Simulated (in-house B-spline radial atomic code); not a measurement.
## RPA and G0W0 on BHandHLYP: Cu VII (Cu6+)

Configuration [Ar] 3d5, highest spin, mean-field start BHandHLYP. Computed with an all-electron radial atomic-structure program (B-spline basis): all electrons, non-relativistic, point nucleus, each spin shell either full or empty, empty states to l = 9 with an (l + 1/2)⁻⁴ tail; G0W0 by contour deformation at full frequency.

Command:
```bash
python run_gw.py task.json out
```
Settings (radii: box in bohr, nucleus in fm):
```
Z                        29
electrons                23
configuration            [Ar] 3d5
hamiltonian              nr
method                   bhandhlyp
lmax                     9
spin_polarised           True
box_radius               9.29
intervals                49
```

Cost of the run: 1.3 s on 1 thread of AMD EPYC 7R13 Processor, with other jobs on the host.

Energies (hartree):

```csv
term,value
mean-field total,-1629.19976
Hartree-Fock functional on these orbitals,-1628.12451
direct second order,-1.6764
second-order exchange,0.54783
SOSEX correction,0.51434
```

(1) What is the RPA correlation energy, and what remains with SOSEX?

Quasi-particle levels (eV):

```csv
level,occupied,mean field,Σx - vxc,Σc,QP weight,G0W0
3d up,yes,-133.81,-7.63,?,?,?
3p down,yes,-194.85,-6.26,0.09,0.967,-201.03
3s down,yes,-240.14,-10.89,6.43,0.896,-244.60
3d down,no,-109.60,9.73,-4.98,0.973,-104.85
```

G0W0 = mean field + (Σx - vxc) + Σc, with Σc (partial-wave tail included) taken at the quasi-particle energy. Only the outer levels were computed. Levels of low weight are left out.

(2) Where does G0W0 put 3d up?

Results:

(1) RPA gives -1.5171 hartree (-1.79 eV per electron); RPA + SOSEX gives -1.0028, and the second-order doubles -1.1286 hartree (no singles). SOSEX takes back 34 % of the RPA value.

(2) At -140.20 eV, with Σc = 1.24 eV and a quasi-particle weight of 0.971. The tabulated removal energy is 139 ± 1.2 eV (NIST, semi-empirical); the calculation leaves out relativity, Breit and QED terms, and what these don't explain is the method's own error.
